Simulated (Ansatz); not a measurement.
BBr2, SMILES Br[B]Br, multiplicity 2.

Coordinates come from a B3LYP-D3(BJ)/def2-TZVP optimisation. The isomer is the one that the SMILES or the coordinates give; other isomers of the formula were not compared.

Two levels are set side by side: PBE/def2-SVPD (Ansatz, a first-principles code) and PBE0/def2-SVPD (Ansatz). Energy differences of separate SCF runs at the same geometry; the states with an electron removed or added have multiplicity 1 and 1. Differences are taken from unrounded values.

```json
[
 {"quantity": "vertical ionisation energy (eV)", "PBE0": "8.60"},
 {"quantity": "vertical electron affinity (eV)", "PBE0": "0.69"}
]
```

**Question.** What does PBE give, and how far is it from PBE0? (An estimate is asked for; the answer gives what the named calculation found.)

**Answer.** 
```csv
quantity,PBE,PBE minus PBE0
vertical ionisation energy (eV),8.31,-0.29
vertical electron affinity (eV),0.76,0.07
```
